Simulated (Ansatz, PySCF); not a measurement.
The molecule ScN, closed-shell singlet (the spin of the measured ground state). No spin–orbit coupling. Sc is treated without relativity.

Seven points along R, fitted to fifth degree in 1/R; most abundant isotopes. Runs in def2 and cc sets follow the lowest solution found near the PBE0 minimum. The singlet is held restricted.

Correlated levels freeze the inner cores; with def2 sets outer-core shells near the valence are correlated too. CBS: X⁻³ extrapolation of the correlation energy, Hartree–Fock from the larger set. Rows in 3-21G, LANL2DZ carry no dispersion term and start afresh at each structure; the Pople sets are all-electron and without relativity. LANL2DZ brings its own core potentials from Na on.

Run with Ansatz (an electronic-structure program) with Gaussian orbitals; PySCF for 3-21G rows, LANL2DZ rows. Values without a source in brackets are computed.

D_e counts from each atom's lowest state at the same level, without counterpoise or zero-point energy.

```
level                                r_e (Å)  ω_e (cm⁻¹)  ω_e x_e (cm⁻¹)  D_e (eV)  dipole (D)
-----------------------------------  -------  ----------  --------------  --------  ----------
HF/3-21G                               1.615        1071             6.3         -        7.85
BP86/LANL2DZ                           1.699         945             3.5         -        6.53
B97M-V/def2-TZVPP                      1.657         950             3.1         -        6.80
B3LYP/def2-TZVPP                       1.653         952             3.0      4.13        7.17
PBE0/def2-TZVPP                        1.635         988             3.1      4.08        7.37
wB97M-V/def2-TZVPP                     1.621         ___             3.7      3.75        8.05
CCSD/def2-TZVPP                        1.670         881            0.71      2.74           -
CCSD(T)/CBS(def2-TZVPP, def2-QZVPP)      ___         ___             4.3         -           -
```

**Question.** What belongs in the gaps?

**Answer.** 
- CCSD(T)/CBS(def2-TZVPP, def2-QZVPP), r_e (Å): 1.662
- CCSD(T)/CBS(def2-TZVPP, def2-QZVPP), ω_e (cm⁻¹): 819
- wB97M-V/def2-TZVPP, ω_e (cm⁻¹): 1011

Doubts at one or more of the structures used: a restricted determinant that unrestricted orbitals would lower (CCSD/def2-TZVPP, CCSD(T)/CBS(def2-TZVPP, def2-QZVPP)); T1 above 0.05 (CCSD/def2-TZVPP, CCSD(T)/CBS(def2-TZVPP, def2-QZVPP)).
